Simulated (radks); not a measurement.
Results of a calculation; reference values are marked as such.
Species: the osmium ion Os23+. Configuration: [Kr] 4d10 4f7. Code: a radial shooting solver on a logarithmic mesh with Libxc functionals. Model: scalar-relativistic Kohn-Sham, SCAN, spin-unpolarised, spherical densities, finite nucleus; meta-GGA in the generalised Kohn-Sham scheme; Fermi nuclear charge, rms radius 5.4126 fm.

Normalised radial functions P(r) = r R(r), r in bohr:

```
   r/bohr * 4s, o 4p, + 4d (the largest magnitude, 1.76, reaches the edge; | marks zero, & curves that meet)
 0.002562                             &    *
 0.003283                             +o    *
 0.004207                             +o    *
 0.005348                             +o     *
 0.006853                             + o    *
 0.008781                             +  o   *
  0.01125                             +   o *
  0.01442                             +    &
  0.01833                             |+*    o
  0.02349                           * |+       o
   0.0301                       *     | +        o
  0.03858                   *         |   +      o
  0.04904                 *           |      +  o
  0.06284                    *        |     o   +
  0.08053                           *o|            +
   0.1032                   o         |       *      +
   0.1312              o              |              +*
   0.1681               o             |        +     *
   0.2154                         o  +|   *
   0.2761               &             |           o
   0.3509  *   +                      |                       o
   0.4497  * +                        |                          o
   0.5763         + *                 |                  o
   0.7385                  +  *       |        o
   0.9388                         + * |  o
    1.203                            +*o
    1.542                             &
```

4s: eigenvalue -1277.1 eV, 3 radial nodes at r = 0.0210, 0.0848, 0.227 bohr, <r> = 0.420 bohr, 90 % of the charge inside 0.599 bohr. 4p: eigenvalue -1108.5 eV, 2 radial nodes at r = 0.0772, 0.230 bohr, <r> = 0.441 bohr, 90 % of the charge inside 0.635 bohr. 4d: eigenvalue -899.72 eV, 1 radial node at r = 0.210 bohr, <r> = 0.456 bohr, 90 % of the charge inside 0.672 bohr.
